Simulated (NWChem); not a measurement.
System: CH₆BNO; SMILES CB(N)O

NWChem printed, in part:

```
             Northwest Computational Chemistry Package (NWChem) 7.3.0
             --------------------------------------------------------

 C1  symmetry detected

                             Geometry "geometry" -> ""
                             -------------------------

 Output coordinates in angstroms (scale by  1.889725989 to convert to a.u.)

  No.       Tag          Charge          X              Y              Z
 ---- ---------------- ---------- -------------- -------------- --------------
    1 B                    5.0000    -0.02094683     0.06970595    -0.00000875
    2 C                    6.0000     0.24625165    -1.49354765     0.00002363
    3 H                    1.0000     1.31425311    -1.75791505    -0.00232076
    4 H                    1.0000    -0.21339666    -1.97021745    -0.88274185
    5 H                    1.0000    -0.20921060    -1.96934679     0.88543177
    6 O                    8.0000    -1.29880837     0.58264167    -0.00004430
    7 H                    1.0000    -1.96736482    -0.10566594     0.00084032
    8 N                    7.0000     1.03197415     1.00213779     0.00054032
    9 H                    1.0000     0.86380996     1.99928821    -0.00195432
   10 H                    1.0000     2.00578117     0.74051523    -0.00278101

 Effective nuclear repulsion energy (a.u.)     115.0228749822

                                 NWChem DFT Module
                                 -----------------

 Summary of "ao basis" -> "ao basis" (spherical)
 ------------------------------------------------------------------------------
       Tag                 Description            Shells   Functions and Types
 ---------------- ------------------------------  ------  ---------------------
 B                         def2-svpd                 8       20   4s2p2d
 C                         def2-svpd                 8       20   4s2p2d
 H                         def2-svpd                 4        8   2s2p
 O                         def2-svpd                 9       23   4s3p2d
 N                         def2-svpd                 8       20   4s2p2d

[...]

                                NWChem TDDFT Module
                                -------------------

            General Information
            -------------------
           No. of orbitals :     262
            Alpha orbitals :     131
             Beta orbitals :     131
        Alpha frozen cores :       0
         Beta frozen cores :       0
     Alpha frozen virtuals :       0
      Beta frozen virtuals :       0
         Spin multiplicity :       1
    Number of AO functions :     131
        Use of symmetry is : off
      Symmetry adaption is : off
         Schwarz screening :  0.10D-07

              XC Information
              --------------
                  PBE0 Method XC Functional
              Hartree-Fock (Exact) Exchange   0.25
   PerdewBurkeErnzerhof Exchange Functional   0.75
     Perdew 1991 LDA Correlation Functional   1.00 local
    PerdewBurkeErnz. Correlation Functional   1.00 non-local

             TDDFT Information
             -----------------
          Calculation type : Tamm-Dancoff TDDFT
         Wavefunction type : Restricted singlets
          No. of electrons :      32
           Alpha electrons :      16
            Beta electrons :      16
              No. of roots :       6
          Max subspacesize :    5200
            Max iterations :     100
               Target root :       1
           Target symmetry : none
      Symmetry restriction : off
                 Algorithm : Optimal
        Davidson threshold :  0.10D-03

    6 smallest eigenvalue differences (eV)
--------------------------------------------------------
  No. Spin  Occ  Vir  Irrep   E(Occ)    E(Vir)   E(Diff)
--------------------------------------------------------
    1    1   16   17 a        -0.282     0.007     7.840
    2    1   16   18 a        -0.282     0.050     9.028
    3    1   15   17 a        -0.328     0.007     9.104
    4    1   16   19 a        -0.282     0.065     9.421
    5    1   16   20 a        -0.282     0.067     9.476
    6    1   14   17 a        -0.360     0.007     9.984
--------------------------------------------------------

  Entering Davidson iterations
  Restricted singlet excited states

  Iter   NTrls   NConv    DeltaV     DeltaE      Time
  ----  ------  ------  ---------  ---------  ---------
    1      6       0     0.18E+00   0.10+100       18.8
    2     12       0     0.34E-01   0.28E-01       18.4
    3     18       0     0.31E-01   0.23E-02       21.8
    4     24       0     0.10E-01   0.28E-02       29.7
    5     30       1     0.35E-02   0.27E-03       29.3
    6     35       3     0.95E-03   0.24E-04       28.4
    7     38       5     0.24E-03   0.15E-05       23.9
    8     39       6     0.92E-04   0.74E-07       19.7
  ----  ------  ------  ---------  ---------  ---------
  Convergence criterion met

  Ground state a        -196.299117184531 a.u.

  ----------------------------------------------------------------------------
  Root   1 singlet a              0.243258651 a.u.                6.6194 eV
  ----------------------------------------------------------------------------
     Transition Moments    X -0.00047   Y -0.00026   Z -0.25379
     Dipole Oscillator Strength                    0.0104458153
     Electric Quadrupole                           0.0000002840
     Magnetic Dipole                               0.0000009070
     Total Oscillator Strength                     0.0104470064

[...]
```

Level: PBE0/def2-SVPD, TDA. All runs use the structure optimised with PBE0/def2-SVP.

**Question.** Which NWChem input produces such a log?

**Answer.** One answer among several that fit: the input that was run:
```
start job
memory heap 200 mb stack 900 mb global 1100 mb
geometry units angstroms noautoz
  B     -0.014638     0.073511     0.004356
  C      0.127774    -1.506002     0.000568
  H      1.171284    -1.854185    -0.018880
  H     -0.382333    -1.943884    -0.874541
  H     -0.349687    -1.945063     0.893336
  O     -1.247656     0.686116     0.024725
  H     -1.968567     0.052963     0.036578
  N      1.108752     0.919554    -0.012323
  H      1.020138     1.926898    -0.012417
  H      2.058578     0.581574    -0.031233
end
basis spherical
  * library def2-svpd
end
dft
  xc pbe0
  iterations 150
end
tddft
  cis
  nroots 6
  notriplet
end
task tddft energy
```
